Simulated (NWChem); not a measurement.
Molecule: hydrogen telluride (H2Te); SMILES [TeH2]

```xyz
3

Te     0.0000     0.0000     0.0434
H      1.1785     0.0000    -1.1297
H     -1.1785     0.0000    -1.1297
```
Atoms are numbered in this order, from 1.

All runs use the structure optimised with PBE0/def2-SVP. def2 effective core potentials on Te; no spin-orbit coupling.

Symmetry labels are those of C2v in the frame above (b1 and b2, or b-type labels, depend on it).

Q: List the 6 lowest vertical singlet excitations and the 6 lowest triplet ones from PBE/def2-SVP with def2 effective core potentials on Te, full TDDFT (NWChem).

A: 
```tsv
state	energy (eV)	oscillator strength	symmetry	leading excitation (squared amplitude)
S1	4.16	0.000	a2	HOMO → LUMO (1.00)
S2	5.28	0.000	b2	HOMO → LUMO+1 (1.00)
S3	7.74	0.096	b1	HOMO−1 → LUMO (0.86)
S4	8.14	0.057	a1	HOMO−1 → LUMO+1 (0.74)
S5	9.91	0.629	a1	HOMO−2 → LUMO (0.70)
S6	10.37	0.713	b1	HOMO−2 → LUMO+1 (0.85)
T1	3.61	spin-forbidden	a2	HOMO → LUMO (1.00)
T2	4.53	spin-forbidden	b2	HOMO → LUMO+1 (1.00)
T3	5.98	spin-forbidden	b1	HOMO−1 → LUMO (0.97)
T4	6.74	spin-forbidden	a1	HOMO−1 → LUMO+1 (0.58)
T5	7.68	spin-forbidden	a1	HOMO−2 → LUMO (0.58)
T6	8.46	spin-forbidden	b1	HOMO−2 → LUMO+1 (0.96)
```
